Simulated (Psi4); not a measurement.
A run for Psi4: SAPT0/jun-cc-pV(D+d)Z on C3H7FO (a complex), monomers drawn apart or pushed together.

```
memory 1800 MB

molecule dimer {
0 1
F     0.54772149   -0.26638405    0.36994511
H    -0.02770234   -0.29930729    1.12956725
--
0 1
C     1.07044272    0.06318322    4.83782479
C    -0.41384409   -0.17969527    4.86507813
C    -1.07796921   -0.25094066    6.21238525
O    -1.06804879   -0.31249249    3.84519906
H     1.26167290    1.09285931    5.15408878
H     1.57692014   -0.58632304    5.55441104
H     1.47238497   -0.08330420    3.83841544
H    -2.15932634   -0.26818951    6.10266447
H    -0.75043423   -1.16071407    6.72339139
H    -0.77169299    0.59033367    6.83747305
units angstrom
symmetry c1
no_reorient
no_com
}

set {
  basis jun-cc-pV(D+d)Z
  scf_type df
  freeze_core true
}

energy('sapt0')
```

Output:

```
[...]
==> Input File <==

--------------------------------------------------------------------------
memory 1800 MB

molecule dimer {
0 1
F     0.54772149   -0.26638405    0.36994511
H    -0.02770234   -0.29930729    1.12956725
--
0 1
C     1.07044272    0.06318322    4.83782479
C    -0.41384409   -0.17969527    4.86507813
C    -1.07796921   -0.25094066    6.21238525
O    -1.06804879   -0.31249249    3.84519906
H     1.26167290    1.09285931    5.15408878
H     1.57692014   -0.58632304    5.55441104
H     1.47238497   -0.08330420    3.83841544
H    -2.15932634   -0.26818951    6.10266447
H    -0.75043423   -1.16071407    6.72339139
H    -0.77169299    0.59033367    6.83747305
units angstrom
symmetry c1
no_reorient
no_com
}

set {
  basis jun-cc-pV(D+d)Z
  scf_type df
  freeze_core true
}

energy('sapt0')
--------------------------------------------------------------------------


   => Loading Basis Set <=

    Name: JUN-CC-PV(D+D)Z
    Role: ORBITAL
    Keyword: BASIS
    atoms 1       entry F          line   290 file jun-cc-pv_dpd_z.gbs
    atoms 2, 7-12 entry H          line    60 file jun-cc-pv_dpd_z.gbs
    atoms 3-5     entry C          line   188 file jun-cc-pv_dpd_z.gbs
    atoms 6       entry O          line   256 file jun-cc-pv_dpd_z.gbs

   => Loading Basis Set <=

    Name: JUN-CC-PV(D+D)Z
    Role: ORBITAL
    Keyword: BASIS
    atoms 1       entry F          line   290 file jun-cc-pv_dpd_z.gbs
    atoms 2, 7-12 entry H          line    60 file jun-cc-pv_dpd_z.gbs
    atoms 3-5     entry C          line   188 file jun-cc-pv_dpd_z.gbs
    atoms 6       entry O          line   256 file jun-cc-pv_dpd_z.gbs


  //>>>>>>>>>>>>>>>>>>>>>>>>>>>>>>>>>>>//
  //              Dimer HF             //
  //<<<<<<<<<<<<<<<<<<<<<<<<<<<<<<<<<<<//

   => Libint2 <=

    Primary   basis highest AM E, G, H:  7, 6, 3
    Auxiliary basis highest AM E, G, H:  7, 7, 4
    Onebody   basis highest AM E, G, H:  -, -, -
    Solid Harmonics ordering:            Gaussian


   => Loading Basis Set <=

    Name: JUN-CC-PV(D+D)Z
    Role: ORBITAL
    Keyword: BASIS
    atoms 1       entry F          line   290 file jun-cc-pv_dpd_z.gbs
    atoms 2, 7-12 entry H          line    60 file jun-cc-pv_dpd_z.gbs
    atoms 3-5     entry C          line   188 file jun-cc-pv_dpd_z.gbs
    atoms 6       entry O          line   256 file jun-cc-pv_dpd_z.gbs


         ---------------------------------------------------------
                                   SCF
               by Justin Turney, Rob Parrish, Andy Simmonett
                          and Daniel G. A. Smith
                              RHF Reference
                        1 Threads,   1716 MiB Core
         ---------------------------------------------------------

  ==> Geometry <==

    Molecular point group: c1
    Full point group: C1

    Geometry (in Angstrom), charge = 0, multiplicity = 1:

       Center              X                  Y                   Z               Mass
    ------------   -----------------  -----------------  -----------------  -----------------
         F            0.547721490000    -0.266384050000     0.369945110000    18.998403162730
         H           -0.027702340000    -0.299307290000     1.129567250000     1.007825032230
         C            1.070442720000     0.063183220000     4.837824790000    12.000000000000
         C           -0.413844090000    -0.179695270000     4.865078130000    12.000000000000
         C           -1.077969210000    -0.250940660000     6.212385250000    12.000000000000
         O           -1.068048790000    -0.312492490000     3.845199060000    15.994914619570
         H            1.261672900000     1.092859310000     5.154088780000     1.007825032230
         H            1.576920140000    -0.586323040000     5.554411040000     1.007825032230
         H            1.472384970000    -0.083304200000     3.838415440000     1.007825032230
         H           -2.159326340000    -0.268189510000     6.102664470000     1.007825032230
         H           -0.750434230000    -1.160714070000     6.723391390000     1.007825032230
         H           -0.771692990000     0.590333670000     6.837473050000     1.007825032230

  Running in c1 symmetry.

  Rotational constants: A =      0.26525  B =      0.01134  C =      0.01095 [cm^-1]
  Rotational constants: A =   7951.87285  B =    339.99433  C =    328.29468 [MHz]
  Nuclear repulsion =  161.651333432041696

  Charge       = 0
  Multiplicity = 1
  Electrons    = 42
  Nalpha       = 21
  Nbeta        = 21

  ==> Algorithm <==

  SCF Algorithm Type is DF.
  DIIS enabled.
  MOM disabled.
  Fractional occupation disabled.
  Guess Type is SAD.
  Energy threshold   = 1.00e-08
  Density threshold  = 1.00e-08
  Integral threshold = 1.00e-12

  ==> Primary Basis <==

  Basis Set: JUN-CC-PV(D+D)Z
    Blend: JUN-CC-PV(D+D)Z
    Number of shells: 61
    Number of basis functions: 125
    Number of Cartesian functions: 130
    Spherical Harmonics?: true
    Max angular momentum: 2
[...]
pulsion Energy =            119.6736276087097934
    One-Electron Energy =                -497.3013954685958993
    Two-Electron Energy =                 185.6446556529787699
    Total Energy =                       -191.9831122069073217

Computation Completed


Properties will be evaluated at   0.000000,   0.000000,   0.000000 [a0]

Properties computed using the SCF density matrix


 Multipole Moments:

 ------------------------------------------------------------------------------------
     Multipole            Electronic (a.u.)      Nuclear  (a.u.)        Total (a.u.)
 ------------------------------------------------------------------------------------

 L = 1.  Multiply by 2.5417464519 to convert [e a0] to [Debye]
 Dipole X            :         20.4911272          -19.7345788            0.7565484
 Dipole Y            :          9.8319156           -9.6753865            0.1565291
 Dipole Z            :       -302.0595010          303.2325702            1.1730692
 Magnitude           :                                                    1.4046203

 ------------------------------------------------------------------------------------

  Constructing Basis Sets for SAPT...

   => Loading Basis Set <=

    Name: (JUN-CC-PV(D+D)Z AUX)
    Role: RIFIT
    Keyword: DF_BASIS_SAPT
    atoms 1       entry F          line   232 file jun-cc-pvdz-ri.gbs
    atoms 2, 7-12 entry H          line    30 file jun-cc-pvdz-ri.gbs
    atoms 3-5     entry C          line   100 file jun-cc-pvdz-ri.gbs
    atoms 6       entry O          line   188 file jun-cc-pvdz-ri.gbs

   => Loading Basis Set <=

    Name: (JUN-CC-PV(D+D)Z AUX)
    Role: JKFIT
    Keyword: DF_BASIS_ELST
    atoms 1       entry F          line   314 file jun-cc-pvdz-jkfit.gbs
    atoms 2, 7-12 entry H          line    70 file jun-cc-pvdz-jkfit.gbs
    atoms 3-5     entry C          line   146 file jun-cc-pvdz-jkfit.gbs
    atoms 6       entry O          line   258 file jun-cc-pvdz-jkfit.gbs


  //>>>>>>>>>>>>>>>>>>>>>>>>>>>>>>>>>>>//
  //               SAPT0               //
  //<<<<<<<<<<<<<<<<<<<<<<<<<<<<<<<<<<<//



        SAPT0
    Ed Hohenstein
     6 June 2009

      Orbital Information
  --------------------------
    NSO        =       125
    NMO        =       125
    NRI        =       423
    NRI (Elst) =       556
    NOCC A     =         5
    NOCC B     =        16
    FOCC A     =         1
    FOCC B     =         4
    NVIR A     =       120
    NVIR B     =       109

    Elst10,r            =    -0.006332341658 [Eh]
    Exch10              =     0.000294882324 [Eh]
    Exch10 (S^2)        =     0.000294810022 [Eh]

    Maxiter = 50
    CPHF R converge = 1.000000E-08

    Iter     Energy [mEh]          dE [mEh]         Residual      Time [s]
       1      -0.08399599       0.083995994     2.766989e-03             0
       2      -0.09610675       0.012110756     1.358222e-03             0
       3      -0.10735137       0.011244624     2.478341e-04             0
       4      -0.10706806      -0.000283316     5.657512e-05             1
       5      -0.10691424      -0.000153819     5.789552e-06             1
       6      -0.10693861       0.000024371     8.811253e-07             1
       7      -0.10693654      -0.000002068     2.044943e-07             1
       8      -0.10693678       0.000000238     4.809946e-08             1
       9      -0.10693677      -0.000000011     6.804088e-09             1

    CHF Iterations converged

    Maxiter = 50
    CPHF R converge = 1.000000E-08

    Iter     Energy [mEh]          dE [mEh]         Residual      Time [s]
       1      -0.32953407       0.329534074     5.429522e-03             0
       2      -0.35681447       0.027280399     2.404282e-03             0
       3      -0.41241300       0.055598532     6.337702e-04             0
       4      -0.41248317       0.000070161     2.629866e-04             0
       5      -0.41068667      -0.001796492     8.213575e-05             0
       6      -0.41076764       0.000080966     2.502733e-05             0
       7      -0.41095104       0.000183400     4.464856e-06             0
       8      -0.41092791      -0.000023133     1.010426e-06             0
       9      -0.41092662      -0.000001292     4.001693e-07             0
      10      -0.41092824       0.000001621     1.927398e-07             0
      11      -0.41092810      -0.000000134     8.369990e-08             0
      12      -0.41092780      -0.000000300     1.375895e-08             0
      13      -0.41092784       0.000000040     3.375205e-09             0

    CHF Iterations converged

    Ind20,r (A<-B)      =    -0.000106936769 [Eh]
    Ind20,r (B<-A)      =    -0.000410927843 [Eh]
    Ind20,r             =    -0.000517864612 [Eh]
    Exch-Ind20,r (A<-B) =     0.000003013724 [Eh]
    Exch-Ind20,r (B<-A) =     0.000070607926 [Eh]
    Exch-Ind20,r        =     0.000073621650 [Eh]
    Disp20              =    -0.000406314631 [Eh]
    Disp20 (SS)         =    -0.000203157315 [Eh]
    Disp20 (OS)         =    -0.000203157315 [Eh]
    Exch-Disp20         =     0.000014912726 [Eh]
    Exch-Disp20 (SS)    =     0.000008620006 [Eh]
    Exch-Disp20 (OS)    =     0.000006292720 [Eh]

    SAPT Results
  --------------------------------------------------------------------------------------------------------
    Electrostatics                 -6.33234166 [mEh]      -3.97360438 [kcal/mol]     -16.62556073 [kJ/mol]
      Elst10,r                     -6.33234166 [mEh]      -3.97360438 [kcal/mol]     -16.62556073 [kJ/mol]

    Exchange                        0.29488232 [mEh]       0.18504145 [kcal/mol]       0.77421343 [kJ/mol]
      Exch10                        0.29488232 [mEh]       0.18504145 [kcal/mol]       0.77421343 [kJ/mol]
      Exch10(S^2)                   0.29481002 [mEh]       0.18499608 [kcal/mol]       0.77402361 [kJ/mol]

    Induction                      -0.50672723 [mEh]      -0.31797614 [kcal/mol]      -1.33041216 [kJ/mol]
      Ind20,r                      -0.51786461 [mEh]      -0.32496495 [kcal/mol]      -1.35965335 [kJ/mol]
      Exch-Ind20,r                  0.07362165 [mEh]       0.04619828 [kcal/mol]       0.19329362 [kJ/mol]
      delta HF,r (2)               -0.06248427 [mEh]      -0.03920947 [kcal/mol]      -0.16405242 [kJ/mol]

    Dispersion                     -0.39140190 [mEh]      -0.24560840 [kcal/mol]      -1.02762556 [kJ/mol]
      Disp20                       -0.40631463 [mEh]      -0.25496628 [kcal/mol]      -1.06677892 [kJ/mol]
      Exch-Disp20                   0.01491273 [mEh]       0.00935788 [kcal/mol]       0.03915336 [kJ/mol]
      Disp20 (SS)                  -0.20315732 [mEh]      -0.12748314 [kcal/mol]      -0.53338946 [kJ/mol]
      Disp20 (OS)                  -0.20315732 [mEh]      -0.12748314 [kcal/mol]      -0.53338946 [kJ/mol]
      Exch-Disp20 (SS)              0.00862001 [mEh]       0.00540914 [kcal/mol]       0.02263182 [kJ/mol]
      Exch-Disp20 (OS)              0.00629272 [mEh]       0.00394874 [kcal/mol]       0.01652153 [kJ/mol]

  Total HF                         -6.54418657 [mEh]      -4.10653907 [kcal/mol]     -17.18175946 [kJ/mol]
  Total SAPT0                      -6.93558847 [mEh]      -4.35214747 [kcal/mol]     -18.20938502 [kJ/mol]

  Special recipe for scaled SAPT0 (see Manual):
    Electrostatics sSAPT0          -6.33234166 [mEh]      -3.97360438 [kcal/mol]     -16.62556073 [kJ/mol]
    Exchange sSAPT0                 0.29488232 [mEh]       0.18504145 [kcal/mol]       0.77421343 [kJ/mol]
    Induction sSAPT0               -0.50667305 [mEh]      -0.31794214 [kcal/mol]      -1.33026991 [kJ/mol]
    Dispersion sSAPT0              -0.39139093 [mEh]      -0.24560152 [kcal/mol]      -1.02759675 [kJ/mol]
  Total sSAPT0                     -6.93552332 [mEh]      -4.35210659 [kcal/mol]     -18.20921396 [kJ/mol]
  --------------------------------------------------------------------------------------------------------



*** Psi4 exiting successfully. Buy a developer a beer!
```

The run finished.

Cost: around 18 core-seconds (rough).
